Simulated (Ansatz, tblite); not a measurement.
Cost and result up the ladder for Pb3Se3 (the lowest singlet isomer of a short search) (6 atoms). Charge 0, multiplicity 1. Geometry: r2SCAN-D4/def2-SVP.

```
atom   x (Å)   y (Å)   z (Å)
 Pb1   1.410  -0.777   0.908
 Pb2  -0.696   1.712  -0.013
 Pb3  -1.318  -1.727  -1.653
 Se4   1.370   1.795   1.718
 Se5  -1.543  -0.963   0.927
 Se6   0.777  -0.040  -1.887
```

Ansatz on 4 threads of Arm Neoverse V2 on a shared host; xTB runs through tblite on one thread. Times are rough, summed over both states, and most runs start from the orbitals of an earlier one. PBE0-D4/def2-TZVP serves as the yardstick here, not as an exact answer. The other state is a triplet at its own geometry.

In the def2 sets Pb takes a core potential; there is no spin–orbit coupling. The xTB rows come from tblite. LC-ωPBE has ω = 0.4 bohr⁻¹. Correlated methods freeze 39 core orbitals; core or outer-core shells of Pb, Se are correlated, in sets that lack core-valence functions. The structure comes from a short search, and lower isomers may exist.

xTB has no spin-polarisation term.

```csv
level,functions,triplet − singlet (eV),difference from PBE0-D4/def2-TZVP (eV)
MP2/def2-TZVP,294,1.93,0.35
LC-ωPBE/def2-TZVP,294,1.60,0.01
GFN1-xTB,39,2.15,0.56
GFN2-xTB,39,1.94,0.36
PBE0-D4/def2-TZVP (with forces),294,1.59,0.00
r2SCAN-D4/def2-TZVP,294,1.52,-0.07
```

Problem. Estimate how long each takes.

Solution. GFN2-xTB 0.009 s; GFN1-xTB 0.01 s; LC-ωPBE/def2-TZVP 75 s; PBE0-D4/def2-TZVP (with forces) 79 s; r2SCAN-D4/def2-TZVP 1.9 min; MP2/def2-TZVP 2.1 min. On shared hardware such times vary by a factor of up to 3.
